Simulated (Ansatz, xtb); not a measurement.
**A geometry optimisation of CH6SnZn with r2SCAN-D4/def2-SVP**

The starting geometry of this gas-phase singlet has its atoms placed at random.

```xyz
9

C    -0.7043    0.7033    1.8013
Sn   -1.2947    0.5793   -0.4369
Zn    2.3283    0.4921   -0.3570
H    -1.1035    0.0654   -2.0246
H     0.3821    2.0094   -1.0845
H    -1.1946   -0.8848   -1.1207
H     2.0079   -0.8365    1.0776
H     1.0438    2.0886   -0.2795
H     1.0243    0.6886   -1.5858
```

Task: One run relaxed it with r2SCAN-D4/def2-SVP. What is a likely outcome?

Result: It ends as `[ZnH][CH2][SnH3]`. Contacts that open: Zn3–H9 (1.80 → 3.91 Å). Contacts that close: C1–Zn3 (3.73 → 1.93 Å), C1–H5 (3.35 → 1.10 Å), C1–H8 (3.05 → 1.11 Å), Sn2–H9 (2.59 → 1.72 Å), Zn3–H7 (1.98 → 1.53 Å).

The energy falls by 13.71 eV over 32 steps:

| step | E − E(last) (eV) |
| --- | --- |
| 1 | 13.708 |
| 4 | 8.909 |
| 8 | 7.248 |
| 11 | 6.638 |
| 15 | 5.847 |
| 18 | 5.571 |
| 22 | 3.852 |
| 25 | 0.495 |
| 29 | 0.001 |
| 32 | 0.000 |

Final geometry (Å):

```xyz
9

C     0.5269    1.3813   -0.0692
Sn   -0.6854    0.1214   -1.3302
Zn    1.9040    0.4246    0.8800
H    -1.9249    1.0133   -2.1206
H     0.9585    2.1634   -0.7195
H    -1.4216   -1.1171   -0.3920
H     2.9961   -0.3421    1.6352
H    -0.1610    1.8859    0.6334
H     0.2967   -0.6254   -2.5274
```

From the same start GFN2-xTB ends elsewhere, in pieces: CH4SnZn + H2.

From so rough a start the end depends on the optimiser's path, so another program may land elsewhere. The end wasn't checked by frequencies. Atoms past krypton carry core potentials, without spin–orbit terms. Run with Ansatz 0.2.0, 110 s on 2 threads of Intel(R) Xeon(R) Platinum 8259CL CPU @ 2.50GHz (Skylake/Cascade Lake), with other jobs on the host.
